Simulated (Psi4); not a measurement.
Psi4 input (wB97X-D/6-31G*):

```
memory 1500 MB

molecule {
-1 1
C     2.05514500   -0.09376700    0.10397300
N     0.79336600   -0.73216900   -0.09965000
B    -0.40715000   -0.08224400   -0.04084800
C    -1.77771200   -0.91476700   -0.28996100
C    -0.65717100    1.50020800    0.26205000
H     2.61823000   -0.54851200    0.94133100
H     2.72069800   -0.20409200   -0.77346300
H     2.03090900    0.99777000    0.32176200
H    -2.35486200   -0.52118900   -1.14073700
H    -1.56196600   -1.96908600   -0.48883100
H    -2.45736400   -0.86572100    0.57461700
H    -1.19456300    1.98107900   -0.56805600
H    -1.29697700    1.63683900    1.14583900
H     0.25651600    2.07927900    0.43295600
symmetry c1
no_reorient
no_com
}

set {
  basis 6-31G*
  reference rks
  scf_type pk
  dft_radial_points 99
  dft_spherical_points 590
  e_convergence 1e-8
  d_convergence 1e-7
  maxiter 150
}

e = energy('wb97x-d')
print_out(f'\nFINAL {e:.10f} DIPOLE {variable("CURRENT DIPOLE")[0]:.6f} {variable("CURRENT DIPOLE")[1]:.6f} {variable("CURRENT DIPOLE")[2]:.6f}\n')
```

From the output:

```
      72A      2.194247    73A      2.216364    74A      2.350255
      75A      2.355448    76A      2.408883    77A      2.503909
      78A      2.540717    79A      2.552995    80A      2.580559
      81A      2.604969    82A      2.649863    83A      2.654292
      84A      2.753919    85A      2.766813    86A      2.861309
      87A      3.150485    88A      3.237675    89A      3.945083
      90A      4.375200    91A      4.560930    92A      4.621854
      93A      4.645859

    Final Occupation by Irrep:
              A
    DOCC [    20 ]
    NA   [    20 ]
    NB   [    20 ]

  @RKS Final Energy:  -199.29687423324987

   => Energetics <=

    Nuclear Repulsion Energy =            159.7439171511690574
    One-Electron Energy =                -592.2819623205381276
    Two-Electron Energy =                 254.1568598392071863
    DFT Exchange-Correlation Energy =     -20.9100922214183207
    Empirical Dispersion Energy =          -0.0055966816696523
    VV10 Nonlocal Energy =                  0.0000000000000000
    Total Energy =                       -199.2968742332498664

Computation Completed

Properties will be evaluated at   0.000000,   0.000000,   0.000000 [a0]

Properties computed using the SCF density matrix

 Multipole Moments:

 ------------------------------------------------------------------------------------
     Multipole            Electronic (a.u.)      Nuclear  (a.u.)        Total (a.u.)
 ------------------------------------------------------------------------------------

 L = 1.  Multiply by 2.5417464519 to convert [e a0] to [Debye]
 Dipole X            :         -0.2148184            0.0000094           -0.2148090
 Dipole Y            :          0.7045763            0.0000151            0.7045915
 Dipole Z            :          0.1286830            0.0000000            0.1286830
 Magnitude           :                                                    0.7477642

 ------------------------------------------------------------------------------------

FINAL -199.2968742332 DIPOLE -0.214809 0.704591 0.128683

*** Psi4 exiting successfully. Buy a developer a beer!
```

The dipole moment of an ion depends on the origin.

The geometry given is a B3LYP-D3(BJ)/def2-TZVP minimum.
